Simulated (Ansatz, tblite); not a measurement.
# Ligand exchange: C3H6FI + HOI → C3H7FO + I2

Species: C3H6FI `CC(I)CF`, singlet; HOI (hypoiodous acid) `OI`, singlet; C3H7FO `CC(O)CF`, singlet; I2 (iodine), singlet. The partners trade I for OH: C–I and I–OH bonds give way to C–OH and I–I.

Shapes, held fixed at every level: PBE0-D4/def2-TZVP. Flexible molecules stand in one conformer, not always the lowest. Programs: Ansatz 0.2.0, tblite 0.8.0. Electronic energies: no zero-point or thermal term.

| level | kind | ΔE (kJ/mol) | less CCSD(T)/def2-TZVPP | CPU time (sum over the molecules) |
| --- | --- | --- | --- | --- |
| GFN2-xTB | semi-empirical | -171.1 | -58.0 | 2.2 s |
| HF/def2-TZVPP | Hartree–Fock | -155.8 | -42.7 | – |
| r2SCAN-D4/def2-TZVPP | meta-GGA | -123.1 | -10.0 | 34 s |
| B3LYP-D4/def2-TZVPP | global hybrid | -123.1 | -10.0 | 36 s |
| wB97M-V/def2-TZVPP | range-separated hybrid | -125.2 | -12.1 | 82 s |
| B2PLYP/def2-TZVPP | double hybrid | -121.0 | -7.9 | 43 s |
| MP2/def2-TZVPP | perturbation theory | -109.3 | +3.8 | – |
| CCSD(T)/def2-TZVPP | coupled cluster or CI | -113.1 | 0.0 | 15 min |

The highest level, CCSD(T)/def2-TZVPP, gives ΔE = -113.1 kJ/mol; the levels span -171.1 to -109.3. GFN2-xTB strays far from the other rows. The column of differences is taken from that level and isn't an error. No measured value is set beside it here. For atoms past krypton def2 sets carry core potentials with scalar relativity. Outer-core shells of I are correlated in most correlated rows, in sets that cover them unevenly. Times are processor times on shared x86 and Arm servers, and rough.
